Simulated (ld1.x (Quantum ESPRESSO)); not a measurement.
# Plane-wave convergence, TM potential for tungsten

| Property | Result |
| --- | --- |
| Element | tungsten (W) |
| Generator | ld1.x (Quantum ESPRESSO) 7.5 |
| Type | norm-conserving Troullier–Martins (Kleinman–Bylander form) |
| Functional | BP86 |
| Relativity | scalar-relativistic |
| Frozen core | [Kr] 4d10 4f14 |
| Valence charge | 14 |
| Reference configuration | 5s2 5p6 5d4 6s0 6p0 (charge +2) |
| Partial waves | 5p (bound): rc 2.05 bohr; 5d (bound): rc 1.60 bohr; 5s (bound): rc 1.45 bohr |
| Local potential | the s channel |
| Core correction | Bessel-smoothed model core inside 1.15 bohr |

The pseudo-atom Hamiltonian at the reference potential is diagonalised in spherical Bessel functions j_l(qr) that vanish at 20 bohr, with q² up to the cutoff. All-electron valence levels (Ry): 5p -4.3677, 6p -0.9525, 5d -1.4718, 5s -7.0045, 6s -1.4268.

Question: How do the lowest levels (Ry) of each channel move with the cutoff, and are there ghosts?

Answer:

```json
{"cutoff (Ry)": "8", "p #1": "-3.7162", "p #2": "-0.8417", "d #1": "-1.1350", "s #1": "-6.5902", "s #2": "-1.4166", "f #1": "-0.3195", "Σ f·Δε (mRy)": "6084.6"}
{"cutoff (Ry)": "18", "p #1": "-4.3503", "p #2": "-0.9565", "d #1": "-1.4333", "s #1": "-6.7514", "s #2": "-1.4498", "f #1": "-0.3234", "Σ f·Δε (mRy)": "764.3"}
{"cutoff (Ry)": "35", "p #1": "-4.3672", "p #2": "-0.9606", "d #1": "-1.4714", "s #1": "-6.9794", "s #2": "-1.4847", "f #1": "-0.3246", "Σ f·Δε (mRy)": "54.3"}
{"cutoff (Ry)": "60", "p #1": "-4.3677", "p #2": "-0.9625", "d #1": "-1.4718", "s #1": "-6.9935", "s #2": "-1.4892", "f #1": "-0.3246", "Σ f·Δε (mRy)": "22.1"}
{"cutoff (Ry)": "100", "p #1": "-4.3677", "p #2": "-0.9626", "d #1": "-1.4718", "s #1": "-7.0037", "s #2": "-1.4909", "f #1": "-0.3247", "Σ f·Δε (mRy)": "1.6"}
{"cutoff (Ry)": "160", "p #1": "-4.3677", "p #2": "-0.9626", "d #1": "-1.4718", "s #1": "-7.0045", "s #2": "-1.4910", "f #1": "-0.3247", "Σ f·Δε (mRy)": "0.1"}
{"cutoff (Ry)": "400", "p #1": "-4.3677", "p #2": "-0.9626", "d #1": "-1.4718", "s #1": "-7.0045", "s #2": "-1.4910", "f #1": "-0.3247", "Σ f·Δε (mRy)": "0.0"}
```

Result: no extra level below or beside the all-electron valence levels (p, d, s, f tested); 10 mRy is reached at 70 Ry and 1 mRy at 120 Ry.

Its largest configuration-test error is +1143 meV.
